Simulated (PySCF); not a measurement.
These are PBE-D3(BJ)/def2-TZVP // r2SCAN-D4/def2-SVP in PySCF 2.14.0 values and carry that method's errors. All species are isolated molecules in the gas phase. One relaxed conformer stands for a flexible species; it need not be the lowest. 

Reference species: [Y(F)3] (neutral, multiplicity 1).

```yaml
HOMO–LUMO gap: 5.41 eV
charge on the central atom (Mulliken): 1.43 e
HOMO: -8.56 eV
```

Changed species: [Y(F)(NH2)2] (2 of 3 F replaced by NH2; the reference has 0 of 3 F replaced by NH2).

Q: What does the change do to the HOMO–LUMO gap, charge on the central atom (Mulliken) and HOMO?

A: the HOMO–LUMO gap decreases by 2.24 eV, to 3.17 eV; the charge on the central atom (Mulliken) decreases by 0.11 e, to 1.32 e; the HOMO rises by 3.18 eV, to -5.38 eV.
